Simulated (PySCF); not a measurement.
The multiplicity is imposed and other spin states were not computed.

Z-matrix (Å, degrees):
```
Hf
Cl 1 2.3427
Cl 1 2.3427 2 119.84
Cl 1 2.3430 2 120.05 3 -179.94
```
Charge 0, spin multiplicity 2.

Q: Give the charge on the central atom (Mulliken), highest occupied spin orbital and total energy at the level TPSSh-D3(BJ)/def2-TZVP // BP86-D3(BJ)/def2-SVP run with PySCF.

A: 
The charge on the central atom (Mulliken) is 1.03 e and the highest occupied spin orbital comes out as -5.63 eV. The total energy is -1428.9182 Ha.
